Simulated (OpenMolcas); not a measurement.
**OpenMolcas timings: CH3BCl2O (methoxydichloroborane)**

CH3BCl2O has 8 atoms, charge 0, and is taken as a singlet. As SMILES, `COB(Cl)Cl`. The coordinates come from a PBE0-D4/def2-TZVP relaxation.

```xyz
8

C    -0.1730   -0.6441    0.9404
O     0.0001   -0.5471   -0.4623
B     0.2130    0.5735   -1.1475
Cl    0.3829    0.4557   -2.8876
Cl    0.3318    2.1607   -0.3896
H     0.4521   -1.4624    1.2973
H     0.1042    0.2820    1.4452
H    -1.2188   -0.8754    1.1482
```

Program: OpenMolcas 26.06. Hardware: 1 thread of AMD EPYC 7R43 (Zen 3), shared host, so times are rough. Two-electron integrals are exact unless an approximation is named.

Problem. Estimate their order by wall time, quickest first.
A. gradient at SVWN5/def2-SVP, grid UltraFine
B. energy at MP2/def2-SVP, 13 core orbitals frozen
C. gradient at HF/STO-3G

Solution. C (3.9 s), B (12 s), A (36 s).
